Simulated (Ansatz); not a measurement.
```yaml
crystal:
  periodic: [false, false, false]
  atoms:
    - {symbol: B, position_ang: [-0.000277, -0.000219, 0.000890]}
    - {symbol: Cl, position_ang: [0.011429, -0.018979, 1.881144]}
    - {symbol: Cl, position_ang: [1.767993, 0.011179, -0.637541]}
    - {symbol: Cl, position_ang: [-0.893406, 1.538872, -0.606692]}
    - {symbol: Cl, position_ang: [-0.885729, -1.530853, -0.637811]}
basis:
  gaussian: {orbitals: aug-pcseg-2}
total_charge: -1
hamiltonian: {xc: {name: RPBE}}
scf: {omitted_lower_state_checks: [starts]}
```

```sh
$ ansatz run in.yaml --threads 4 --pin off --events-out ev --progress --plain --max-ram 3916MiB
```

Shortened log:

```
Functional definition: RPBE
1478 factors; their error is unknown
mean field evaluation 1: about -50771.6802 eV, gradient 5.5e0 eV
mean field evaluation 2: about -50771.6593 eV, gradient 4.9e0 eV
mean field evaluation 4: about -50771.7232 eV, gradient 7.5e-1 eV
mean field evaluation 8: about -50771.6807 eV, gradient 2.5e-3 eV
mean field -50771.68066530 eV, -1865.8248501686 hartree, gradient 6.9e-5 eV, S^2 0.000000; 0 other end points of the search recorded, 0 dependent functions left out
reference -50771.68071927 eV, -1865.8248521519 hartree; 37, 37 occupied and 209, 209 virtual orbitals, 1478 factors
Total energy: -50771.68071927 eV, -1865.8248521519 hartree
Checks for a lower state left out: starts
```

Hardware: 4 threads of Arm Neoverse V2 on a shared host. Wall time 2.9 s.
